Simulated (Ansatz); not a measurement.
`[Br][SnH2][Br]` at its PBE0-D4/def2-TZVP geometry, where that method's forces vanish. The species carries charge 0 and has multiplicity 1. Sn takes the def2 core potential.

```json
{"atom": "Br1", "x (Å)": "0.395", "y (Å)": "-1.436", "z (Å)": "-1.802"}
{"atom": "Sn2", "x (Å)": "-0.064", "y (Å)": "-0.080", "z (Å)": "0.207"}
{"atom": "Br3", "x (Å)": "0.292", "y (Å)": "2.285", "z (Å)": "-0.399"}
{"atom": "H4", "x (Å)": "1.080", "y (Å)": "-0.494", "z (Å)": "1.389"}
{"atom": "H5", "x (Å)": "-1.702", "y (Å)": "-0.276", "z (Å)": "0.605"}
```

For each bond, give half the difference of the two atoms' forces along it (eV/Å; positive pushes the atoms apart) under PBE-D4, r2SCAN-D4, B3LYP-D4, ωB97M-V in def2-TZVPP. (An estimate is asked.)

The calculation gave: 
```csv
bond,length (Å),PBE-D4,r2SCAN-D4,B3LYP-D4,ωB97M-V
Br1–Sn2,2.467,0.20,0.06,0.24,-0.02
Sn2–Br3,2.467,0.20,0.06,0.24,-0.02
Sn2–H4,1.697,0.07,-0.02,-0.04,-0.09
Sn2–H5,1.697,0.07,-0.02,-0.04,-0.09
```

B3LYP here is the variant with VWN-RPA as its local correlation; programs differ in this.

Results of the Gaussian-basis code of Ansatz.
